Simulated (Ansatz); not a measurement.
`BN(B)CC=C` + H₂ → `BN(B)C` + `C=C` at 500 K and 1 bar (hydrogenolysis of a C–C bond).

Computed with Ansatz on PBE0-D4/def2-TZVP structures; ΔE is electronic, products minus reactants. CBS: MP2 limit from def2 TZ/QZ plus the TZ coupled-cluster correction, frozen cores. This one scheme is used for every species. One conformer a species, not always the lowest.

| species | CCSD(T)/CBS energy (Eh) | H − E (kJ/mol) | S (J/(mol·K)) |
| --- | --- | --- | --- |
| `BN(B)CC=C` | -223.88296 | 371.7 | 421.3 |
| H₂ | -1.17544 | 41.0 | 145.5 |
| `BN(B)C` | -146.59307 | 270.0 | 361.5 |
| `C=C` | -78.48111 | 155.1 | 245.3 |

H − E and S are ideal-gas, rigid-rotor, harmonic terms from PBE0-D4/def2-TZVP, for one conformer and one mirror image of each species. The MP2-based limit puts H₂ 0.8 mEh under its directly extrapolated value; such offsets cancel only in part. 1 Eh = 2625.50 kJ/mol, R = 8.31446 J/(mol·K).

**Question.** By hand: ΔE, ΔH, ΔS and ΔG.

**Answer.** ΔE = (-146.59307) + (-78.48111) − (-223.88296) − (-1.17544) = -0.01578 Eh = -41.4 kJ/mol. Δ(H − E) = 270.0 + 155.1 − 371.7 − 41.0 = 12.4, so ΔH = -29.0 kJ/mol. ΔS = 361.5 + 245.3 − 421.3 − 145.5 = 40.0 J/(mol·K). ΔG = -29.0 − 500 × (40.0)/1000 = -49.0 kJ/mol.

**Question.** By hand: the equilibrium constant, and the temperature at which ΔG would vanish if ΔH and ΔS stayed fixed.

**Answer.** log₁₀ K = −ΔG/(RT ln 10) = 5.1. ΔH and −TΔS have one sign here, so there is no such temperature.

TΔS isn't small against ΔH here. A doubt of 5 kJ/mol in ΔE shifts log₁₀ K by 0.5 here. Other conformers and mirror images would add mixing entropy, several J/(mol·K) or more a flexible species. Modes under 60 cm⁻¹, often nearly free rotors, make the harmonic entropy too high. These are equilibria of isolated gas molecules and say nothing of rates. Largest T1 diagnostic: 0.012 (customary marks: 0.02 for closed shells, 0.045 for open ones).
